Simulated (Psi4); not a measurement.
allene (C3H4), singlet, at a GFN2-xTB geometry; TPSS/STO-3G (Psi4 1.11).

Input for Psi4:
```
memory 2 GB

molecule {
0 1
  C    -0.00000000   -0.00000000    0.00000000
  C    -0.02428489   -0.00797595    1.29323327
  C     0.02428489    0.00797595   -1.29323327
  H    -0.02279966    0.90521058    1.86629685
  H    -0.04707169   -0.92815861    1.85453385
  H     0.95147753   -0.00077006   -1.84327965
  H    -0.88160618    0.02371808   -1.87755105
}

set basis sto-3g
set basis_guess sto-3g

energy('tpss')
print_variables()
```

Problem. Write the output that Psi4 gives for this input, abridged.

Solution. 
```
  //>>>>>>>>>>>>>>>>>>>>>>>>>>>>>>>>>>>//
  //      Guess SCF, STO-3G Basis      //
  //<<<<<<<<<<<<<<<<<<<<<<<<<<<<<<<<<<<//

   => Loading Basis Set <=

    Name: STO-3G
    Role: ORBITAL
    Keyword: BASIS

         ---------------------------------------------------------
                           SCF Castup computation
         ---------------------------------------------------------
                                   SCF
               by Justin Turney, Rob Parrish, Andy Simmonett
                          and Daniel G. A. Smith
                              RKS Reference
         ---------------------------------------------------------

  ==> Geometry <==

    Molecular point group: c1
    Full point group: C1

    Geometry (in Angstrom), charge = 0, multiplicity = 1:

       Center              X                  Y                   Z               Mass
    ------------   -----------------  -----------------  -----------------  -----------------
         C            0.000000000000     0.000000000252     0.000000000000    12.000000000000
         C           -0.024284890000    -0.007975949748     1.293233270000    12.000000000000
         C            0.024284890000     0.007975950252    -1.293233270000    12.000000000000
         H           -0.022799660000     0.905210580252     1.866296850000     1.007825032230
         H           -0.047071690000    -0.928158609748     1.854533850000     1.007825032230
         H            0.951477530000    -0.000770059748    -1.843279650000     1.007825032230
         H           -0.881606180000     0.023718080252    -1.877551050000     1.007825032230

  Running in c1 symmetry.

  Rotational constants: A =      4.97528  B =      0.30207  C =      0.30207 [cm^-1]
  Rotational constants: A = 149155.13631  B =   9055.82879  C =   9055.82879 [MHz]
  Nuclear repulsion =   59.703164315998535

  Charge       = 0
  Multiplicity = 1
  Electrons    = 22
  Nalpha       = 11
  Nbeta        = 11

  ==> Algorithm <==

  SCF Algorithm Type is DF.
  DIIS enabled.
  MOM disabled.
  Fractional occupation disabled.
  Guess Type is SAD.
  Energy threshold   = 1.00e-06
  Density threshold  = 1.00e-06
  Integral threshold = 1.00e-12

  ==> Primary Basis <==

  Basis Set: STO-3G
    Blend: STO-3G
    Number of shells: 13
    Number of basis functions: 19
    Number of Cartesian functions: 19
    Spherical Harmonics?: true
    Max angular momentum: 1

  ==> DFT Potential <==

   => LibXC <=

    Version 7.1.2
    S. Lehtola, C. Steigemann, M. J. T. Oliveira, and M. A. L. Marques,  SoftwareX 7, 1–5 (2018) (10.1016/j.softx.2017.11.002)

   => Composite Functional: TPSS <=

    TPSS Meta-GGA XC Functional

    J. Tao, et al., Phys. Rev. Lett., 91, 146401, 2003

    Deriv               =              1
    GGA                 =           TRUE
    Meta                =           TRUE

    Exchange Hybrid     =          FALSE
    MP2 Hybrid          =          FALSE

   => Exchange Functionals <=

    1.0000   XC_MGGA_X_TPSS

   => Correlation Functionals <=

    1.0000   XC_MGGA_C_TPSS

   => LibXC Density Thresholds  <==

    XC_MGGA_C_TPSS:  1.00E-15
    XC_MGGA_X_TPSS:  1.00E-15

   => Molecular Quadrature <=

    Radial Scheme          =       TREUTLER
    Pruning Scheme         =           NONE
    Nuclear Scheme         =       TREUTLER

    Blocking Scheme        =         OCTREE
    BS radius alpha        =              1
    Pruning alpha          =              1
    Radial Points          =             75
    Spherical Points       =            302
    Total Points           =         150292
    Total Blocks           =           1200
    Max Points             =            256
    Max Functions          =             19
    Weights Tolerance      =       1.00E-15

   => Loading Basis Set <=

    Name: (STO-3G AUX)
    Role: JKFIT
    Keyword: DF_BASIS_SCF

  ==> Integral Setup <==

  SCF_SUBTYPE=INCORE selected. In-core MEM_DF algorithm will be used.
  Using in-core AOs.

  ==> MemDFJK: Density-Fitted J/K Matrices <==

    J tasked:                   Yes
    K tasked:                    No
    wK tasked:                   No
    Algorithm:                 Core
    Schwarz Cutoff:           1E-12
    Mask sparsity (%):       0.5540
    Fitting Condition:        1E-10

   => Auxiliary Basis Set <=

  Basis Set: (STO-3G AUX)
    Blend: DEF2-UNIVERSAL-JKFIT
    Number of shells: 99
    Number of basis functions: 297
    Number of Cartesian functions: 347
    Spherical Harmonics?: true
    Max angular momentum: 4

  Minimum eigenvalue in the overlap matrix is 1.6464088698E-01.
  Reciprocal condition number of the overlap matrix is 7.3976309969E-02.
    Using symmetric orthogonalization.

  ==> Pre-Iterations <==

  SCF Guess: Superposition of Atomic Densities via on-the-fly atomic UHF (no occupation information).

   -------------------------
    Irrep   Nso     Nmo
   -------------------------
     A         19      19
   -------------------------
    Total      19      19
   -------------------------

  ==> Iterations <==

                           Total Energy        Delta E     RMS |[F,P]|

   @DF-RKS iter SAD:  -114.01299071048891   -1.14013e+02   0.00000e+00
   @DF-RKS iter   1:  -115.25524178298406   -1.24225e+00   1.57801e-03 DIIS/ADIIS
   @DF-RKS iter   2:  -115.25455243032623    6.89353e-04   2.20057e-03 DIIS/ADIIS
   @DF-RKS iter   3:  -115.25550479797680   -9.52368e-04   7.84963e-04 DIIS/ADIIS
   @DF-RKS iter   4:  -115.25564046958729   -1.35672e-04   4.51352e-05 DIIS
   @DF-RKS iter   5:  -115.25564104971602   -5.80129e-07   1.51869e-06 DIIS
   @DF-RKS iter   6:  -115.25564105026922   -5.53200e-10   1.99861e-07 DIIS
  Energy and wave function converged.

  ==> Post-Iterations <==

   Electrons on quadrature grid:
      Ntotal   =   22.0000048338 ; deviation = 4.834e-06

    Orbital Energies [Eh]
    ---------------------

    Doubly Occupied:

[...]
    Virtual:

[...]
    Final Occupation by Irrep:
              A
    DOCC [    11 ]
[...]
  @DF-RKS Final Energy:  -115.25564105026922
    Total Energy =                       -115.2556410502692188
[...]
         H           -0.047071690000    -0.928158609748     1.854533850000     1.007825032230
         H            0.951477530000    -0.000770059748    -1.843279650000     1.007825032230
         H           -0.881606180000     0.023718080252    -1.877551050000     1.007825032230

  Running in c1 symmetry.

  Rotational constants: A =      4.97528  B =      0.30207  C =      0.30207 [cm^-1]
  Rotational constants: A = 149155.13631  B =   9055.82879  C =   9055.82879 [MHz]
  Nuclear repulsion =   59.703164315998535

  Charge       = 0
  Multiplicity = 1
  Electrons    = 22
  Nalpha       = 11
  Nbeta        = 11

  ==> Algorithm <==

  SCF Algorithm Type is DF.
  DIIS enabled.
  MOM disabled.
  Fractional occupation disabled.
  Guess Type is SAD.
  Energy threshold   = 1.00e-06
  Density threshold  = 1.00e-06
  Integral threshold = 1.00e-12

  ==> Primary Basis <==

  Basis Set: STO-3G
    Blend: STO-3G
    Number of shells: 13
    Number of basis functions: 19
    Number of Cartesian functions: 19
    Spherical Harmonics?: true
    Max angular momentum: 1

  ==> DFT Potential <==

   => LibXC <=

    Version 7.1.2
    S. Lehtola, C. Steigemann, M. J. T. Oliveira, and M. A. L. Marques,  SoftwareX 7, 1–5 (2018) (10.1016/j.softx.2017.11.002)

   => Composite Functional: TPSS <=

    TPSS Meta-GGA XC Functional

    J. Tao, et al., Phys. Rev. Lett., 91, 146401, 2003

    Deriv               =              1
    GGA                 =           TRUE
    Meta                =           TRUE

    Exchange Hybrid     =          FALSE
    MP2 Hybrid          =          FALSE

   => Exchange Functionals <=

    1.0000   XC_MGGA_X_TPSS

   => Correlation Functionals <=

    1.0000   XC_MGGA_C_TPSS

   => LibXC Density Thresholds  <==

    XC_MGGA_C_TPSS:  1.00E-15
    XC_MGGA_X_TPSS:  1.00E-15

   => Molecular Quadrature <=

    Radial Scheme          =       TREUTLER
    Pruning Scheme         =           NONE
    Nuclear Scheme         =       TREUTLER

    Blocking Scheme        =         OCTREE
    BS radius alpha        =              1
    Pruning alpha          =              1
    Radial Points          =             75
    Spherical Points       =            302
    Total Points           =         150292
    Total Blocks           =           1200
    Max Points             =            256
    Max Functions          =             19
    Weights Tolerance      =       1.00E-15

   => Loading Basis Set <=

    Name: (STO-3G AUX)
    Role: JKFIT
    Keyword: DF_BASIS_SCF

  Computing basis projection from STO-3G to STO-3G

  ==> Integral Setup <==

  SCF_SUBTYPE=INCORE selected. In-core MEM_DF algorithm will be used.
  Using in-core AOs.

  ==> MemDFJK: Density-Fitted J/K Matrices <==

    J tasked:                   Yes
    K tasked:                    No
    wK tasked:                   No
    Algorithm:                 Core
    Schwarz Cutoff:           1E-12
    Mask sparsity (%):       0.5540
    Fitting Condition:        1E-10

   => Auxiliary Basis Set <=

  Basis Set: (STO-3G AUX)
    Blend: DEF2-UNIVERSAL-JKFIT
    Number of shells: 99
    Number of basis functions: 297
    Number of Cartesian functions: 347
    Spherical Harmonics?: true
    Max angular momentum: 4

  Minimum eigenvalue in the overlap matrix is 1.6464088698E-01.
  Reciprocal condition number of the overlap matrix is 7.3976309969E-02.
    Using symmetric orthogonalization.

  ==> Pre-Iterations <==

  SCF Guess: Orbitals guess was supplied from a previous computation.

   -------------------------
    Irrep   Nso     Nmo
   -------------------------
     A         19      19
   -------------------------
    Total      19      19
   -------------------------

  ==> Iterations <==

                           Total Energy        Delta E     RMS |[F,P]|

   @DF-RKS iter   0:  -115.25564105018022   -1.15256e+02   2.24837e-09
   @DF-RKS iter   1:  -115.25564105018032   -9.94760e-14   5.21846e-09 DIIS
  Energy and wave function converged.

  ==> Post-Iterations <==

   Electrons on quadrature grid:
      Ntotal   =   22.0000048338 ; deviation = 4.834e-06

    Orbital Energies [Eh]
    ---------------------

    Doubly Occupied:

[...]
    Virtual:

[...]
    Final Occupation by Irrep:
              A
    DOCC [    11 ]
    NA   [    11 ]
    NB   [    11 ]

  @DF-RKS Final Energy:  -115.25564105018032

   => Energetics <=

    Nuclear Repulsion Energy =             59.7031643159985350
    One-Electron Energy =                -272.3442153635578507
    Two-Electron Energy =                 115.1789291051854320
    DFT Exchange-Correlation Energy =     -17.7935191078064463
    Empirical Dispersion Energy =           0.0000000000000000
    VV10 Nonlocal Energy =                  0.0000000000000000
    Total Energy =                       -115.2556410501803157

Computation Completed

Properties will be evaluated at   0.000000,   0.000000,   0.000000 [a0]

Properties computed using the SCF density matrix

 Multipole Moments:

 ------------------------------------------------------------------------------------
     Multipole            Electronic (a.u.)      Nuclear  (a.u.)        Total (a.u.)
 ------------------------------------------------------------------------------------

 L = 1.  Multiply by 2.5417464519 to convert [e a0] to [Debye]
 Dipole X            :          0.0000000            0.0000000            0.0000000
 Dipole Y            :          0.0000000           -0.0000000           -0.0000000
 Dipole Z            :         -0.0000000            0.0000000           -0.0000000
 Magnitude           :                                                    0.0000000

 ------------------------------------------------------------------------------------

  Variable Map:
  ----------------------------------------------------------------------------
[...]
  Array Variable Map:
  ----------------------------------------------------------------------------
[...]
[...]
```
